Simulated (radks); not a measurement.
The numbers below are computed, except where a source is named.
Problem. Mean orbital radii <r> (bohr) of the cobalt ion Co2+, [Ar] 3d7, of relativity; Dirac values are averaged over j with weights 2j + 1. Spin-unpolarised spherical Kohn-Sham, PBE, point nucleus unless stated (finite: rms radius 3.7875 fm), a radial shooting solver on a logarithmic mesh with Libxc functionals. A level marked "c x" has the speed of light scaled by that factor and shares open shells by 2j + 1; other Dirac levels either fill j = l - 1/2 first or share by 2j + 1.

shell  non-rel.
1s      0.05691
2s       0.2587
2p       0.2262
3s       0.7836
3p       0.8202
3d        1.017

Give the values at the level "Dirac, 2j+1 shares, finite nucleus".

Solution. 
shell  Dirac, 2j+1 shares, finite nucleus  change of magnitude (%)
1s                                0.05619                    -1.26
2s                                 0.2552                    -1.33
2p                                 0.2249                    -0.59
3s                                 0.7743                    -1.19
3p                                 0.8164                    -0.47
3d                                  1.022                    +0.49
